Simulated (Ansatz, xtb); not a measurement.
**Isomers of C5H3NS2 in order of energy**

6 gas-phase structures of C5H3NS2, from a drawn sample of its isomers (lower ones may exist). Each was relaxed with GFN2-xTB:

A. `N#Cc1cscc1S`, a singlet
B. `N#Cc1csc(S)c1`, a singlet
C. `N#Cc1cc(S)cs1`, a singlet
D. `N#Cc1ccc(S)s1`, a singlet
E. `N#Cc1ccsc1S`, a singlet
F. `N#Cc1sccc1S`, a singlet

Task: Estimate their order in r2SCAN-D4/def2-SVP energy at these geometries, lowest first.

Result: Calculated order at r2SCAN-D4/def2-SVP: F (0.0), D (0.7), E (0.9), A (1.1), C (1.5), B (2.3) kcal/mol. Less than 1 kcal/mol parts F and D; D and E; E and A; A and C; C and B, so the order within those pairs means little.

Energies above the lowest of each column, in kcal/mol; the last columns are at B3LYP-D3(BJ)/def2-SVP geometries:

```
structure  GFN2-xTB  HF/STO-3G  r2SCAN-D4/def2-SVP  B3LYP-D3(BJ)/def2-SVP  CCSD(T)/def2-SVP + ΔMP2/def2-TZVPP
        F       0.0        0.3                 0.0                    0.0                                 0.5
        D       1.4        1.0                 0.7                    0.5                                 1.2
        E       1.9        0.0                 0.9                    0.5                                 0.6
        A       0.9        0.8                 1.1                    0.8                                 0.2
        C       0.4        1.9                 1.5                    1.0                                 0.9
        B       2.3        0.4                 2.3                    0.5                                 0.0
```

CCSD(T)/def2-SVP + ΔMP2/def2-TZVPP has A and B and C and E and F within 1 kcal/mol of each other at the bottom, and every level picks one of them. CCSD(T)/def2-SVP + ΔMP2/def2-TZVPP orders those it was run on as B (0.0), A (0.2), F (0.5), E (0.6), C (0.9), D (1.2) kcal/mol. Less than 1 kcal/mol parts B and A; A and F; F and E; E and C; C and D, so the order within those pairs means little. Flexible structures stand in one conformer each, not always the lowest. ΔMP2 is the change of the MP2 energy from the smaller to the larger basis.

Over these structures GFN2-xTB departs from r2SCAN-D4/def2-SVP by 0.5 kcal/mol on average once a common shift is removed. A GFN2-xTB relaxation took about 0.097 s and the r2SCAN-D4/def2-SVP energy about 4.4 s on a shared host (Ansatz 0.2.0, xtb 6.7.1).
